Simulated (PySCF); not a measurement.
## B2H6NP: core ionisation energies

B2H6NP.
Atom-mapped SMILES: `[BH2:1][NH:2][BH:3][PH2:4]`

The calculation used delta-SCF UKS SCAN, pcX-2 on the ionised atom, pcseg-1 elsewhere, spin-free X2C in PySCF 2.14.0. Vertical ΔSCF values, vacuum level as zero.

List the computed XPS lines with their assignment.

| atom(s) | environment | level | binding energy (eV) | 2p1/2 (eV) | count |
| --- | --- | --- | --- | --- | --- |
| P4 | three-coordinate phosphorus | P 2p3/2 | 136.35 | 137.24 | 1 |
| B3 | three-coordinate boron | B 1s | 196.06 | – | 1 |
| N2 | boron-bound nitrogen | N 1s | 405.39 | – | 1 |
| P4 | three-coordinate phosphorus | P 1s | 2149.89 | – | 1 |

Which photon energy gives electrons from B 1s of B3 a kinetic energy of 100 eV, and what is their de Broglie wavelength?

hν = 196.06 + 100 = 296.06 eV, recoil neglected; λ = 12.264 Å/√(E/eV) = 1.23 Å.

The list is incomplete; no value stands for B 1s of B1 (hole states with ⟨S²⟩ of 1 or more are left out). The 2p values add to the ΔSCF energy of one spin-free hole a correction within the shell (spin–orbit coupling, ligand field). 2p1/2 minus 2p3/2 (ligand field included): P 0.89 eV. Geometry: PBE0-D3(BJ)/def2-SVP, one conformer, isolated molecule.

On an Arm Neoverse V1 with one thread, no GPU, on a shared host, this took 23 s.

Shape of the structure used: `[BH2:1][NH:2][BH:3][PH2:4]`: B1–N2–B3–P4 175°, H–P4–B3–N2 41°, H–P4–B3–N2 139°.
